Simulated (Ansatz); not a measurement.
Ansatz (an electronic-structure program) input (HSE06/def2-TZVPD):

Ansatz 0.2 input:
```yaml
crystal:
  periodic: [false, false, false]
  atoms:
    - {symbol: Sn, position_ang: [-0.03671029, 0.03918510, -0.01708420]}
    - {symbol: H, position_ang: [0.48868748, -1.34950674, -1.04798386]}
    - {symbol: H, position_ang: [-0.31208782, -1.02448347, 1.41819917]}
    - {symbol: H, position_ang: [1.65891466, 0.41473540, 0.48399458]}
basis:
  gaussian:
    orbitals: def2-TZVPD
hamiltonian:
  xc: {name: HSE06}
total_charge: -1
output: {forces: true}
```

End of the output:

```
89 factors; integrals over basis functions are off by at most 3.2e-6 eV
mean field: 0.21 GiB planned
mean field evaluation 1: about -5879.9963 eV, gradient 1.5e1 eV
mean field evaluation 2: about -5880.0290 eV, gradient 1.4e1 eV
mean field evaluation 4: about -5880.4047 eV, gradient 2.1e-1 eV
mean field evaluation 8: about -5880.4830 eV, gradient 3.1e-3 eV
mean field -5880.48295801 eV, -216.1037627724 hartree, gradient 1.3e-5 eV, S^2 0.000000; 0 other end points of the search recorded, 0 dependent functions left out
the calculation of the forces begins
reference -5880.48299577 eV, -216.1037641600 hartree; 13, 13 occupied and 70, 70 virtual orbitals, 641 factors
Total energy: -5880.48299577 eV, -216.1037641600 hartree
Atom 0 at    -0.036710     0.039185    -0.017084 Å, force     0.085640    -0.091403     0.039844 eV/Å
Atom 1 at     0.488687    -1.349507    -1.047984 Å, force    -0.022498     0.064654     0.052124 eV/Å
Atom 2 at    -0.312088    -1.024483     1.418199 Å, force     0.016794     0.048689    -0.068899 eV/Å
Atom 3 at     1.658915     0.414735     0.483995 Å, force    -0.079936    -0.021939    -0.023069 eV/Å
Dipole moment:    -0.185172     0.197655    -0.086175 e Å
```

Whether it binds its extra electron was not tested at this geometry.
